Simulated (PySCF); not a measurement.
# TlN⁺: one state, many levels of theory

State: ⁴Σ⁻ (quartet), unpaired electrons σ ↑, π ↑↑. Set-up: PySCF, scalar-relativistic core potentials, basis sets Tl def2-SVPD with ECP60, N def2-SVPD. De refers to Tl⁺ + N in their high-spin ground configurations, without counterpoise correction. The functionals are run spin-unrestricted. A positive dipole points towards N; it is taken about the centre of mass and depends on that origin. Levels whose curve was spin-contaminated or gave no clean fit are not listed.

| Level | Re (Å) | ωe (cm⁻¹) | De (eV) | μ (D) |
| --- | --- | --- | --- | --- |
| UHF-MP2 | 3.186 | 88.9 | n/a | n/a |
| UHF-SCS-MP2 | 3.243 | 82.3 | n/a | n/a |
| UHF-CCSD | 3.201 | 87.6 | n/a | n/a |
| UHF-CCSD(T) | 3.170 | 91.3 | n/a | n/a |
| PBE | 2.920 | 120 | n/a | 0.27 |
| PW91 | 2.903 | 123 | n/a | 0.29 |
| r²SCAN | 2.941 | 117 | n/a | 0.21 |
| TPSSh | 3.000 | 103 | n/a | 0.12 |
| PBE0 | 3.010 | 106 | n/a | 0.06 |
| M06-2X | 2.988 | 127 | n/a | -0.01 |
| LC-ωPBE | 3.095 | 92.5 | n/a | -0.07 |

(1) What does a quarter of exact exchange do here, going from PBE to PBE0?

(2) What does the step from GGA to meta-GGA do here, going from PBE to r²SCAN?

(3) What does the triples do here, going from UHF-CCSD to UHF-CCSD(T)?

Correlated steps freeze 5 core orbitals. These are scalar-relativistic numbers at best; spin–orbit coupling would shift them, the dissociation energy most. The state is the lowest determinant that a PBE0 search found; another state may lie lower at other levels.

Answers

(1) PBE0 less PBE: +9.0 pm in Re, -11.7 % in ωe. Exact exchange removes part of the self-interaction that spreads semilocal densities, and in most molecules shortens and stiffens the bond and lowers De; here Re and ωe go the other way.

(2) r²SCAN less PBE: +2.1 pm in Re, -2.5 % in ωe. 

(3) UHF-CCSD(T) less UHF-CCSD: -3.1 pm in Re, +4.2 % in ωe. Correlation nearly always deepens the well. The bond shortens, as in weak, metallic or heavy-atom bonds, where dispersion and the correlation of outer-core electrons pull the atoms together.
